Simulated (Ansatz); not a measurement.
Reactions of C2H8OSi2 (`OC([SiH3])=C[SiH3]`).

Program: Ansatz. Geometries: PBE0-D4/def2-TZVP. ΔE: electronic, gas phase. CBS: MP2 limit from def2 TZ/QZ plus the TZ coupled-cluster correction, frozen cores. This one scheme is used for every species. Double bonds are as drawn, so ΔE can hold a change between cis and trans. Functionals use def2-TZVPP. For Se outer-core shells are correlated without core-valence functions, which leaves a few kJ/mol of doubt a bond. Scalar relativity is left out up to krypton. One conformer a species, not always the lowest.

```tsv
reaction	ωB97M-V (eV)	B2PLYP (eV)	PBE0-D4 (eV)	CCSD(T)/CBS(def2) (eV)
`O/C([SiH3])=C/[SiH3]` + `[CH3][Al]([OH])[F]` → `[OH][Al]([F])[SiH3]` + `C/C=C(\O)[SiH3]`	0.44	0.38	0.28	0.37
`O/C([SiH3])=C/[SiH3]` + `ClB[SeH]` → `[SiH3][Se]BCl` + `O/C=C/[SiH3]`	-0.75	-0.78	-0.79	-0.78
`O/C([SiH3])=C/[SiH3]` + `CBC=O` → `O=CB[SiH3]` + `C/C=C(\O)[SiH3]`	0.68	0.63	0.57	0.63
`O/C([SiH3])=C/[SiH3]` → `O[Si@H]1C[C@@H]1[SiH3]`	-1.34	-1.25	-1.33	-1.34
`O/C([SiH3])=C/[SiH3]` + `N[SiH2]F` → `F[SiH2]N[SiH3]` + `O/C=C/[SiH3]`	-0.70	-0.74	-0.67	-0.71
`O/C([SiH3])=C/[SiH3]` + `CN[SiH](O)O` → `CN([SiH3])[SiH](O)O` + `C=C(O)[SiH3]`	-0.42	-0.41	-0.37	-0.43
`O/C([SiH3])=C/[SiH3]` + `[AlH2][SH]` → `[AlH2][S][SiH3]` + `O/C=C/[SiH3]`	-0.79	-0.81	-0.82	-0.80
`O/C([SiH3])=C/[SiH3]` → `C=C[SiH2][SiH2]O`	-1.37	-1.44	-1.39	-1.48
`O/C([SiH3])=C/[SiH3]` + `C[S][AlH][F]` → `C[S][Al]([F])[SiH3]` + `C=C(O)[SiH3]`	0.04	-0.01	-0.10	-0.02
`O/C([SiH3])=C/[SiH3]` + `CCCO` → `CCCO[SiH3]` + `C=C(O)[SiH3]`	-0.83	-0.88	-0.74	-0.84
```

Largest T1 diagnostic: 0.021, for `O=CB[SiH3]`.
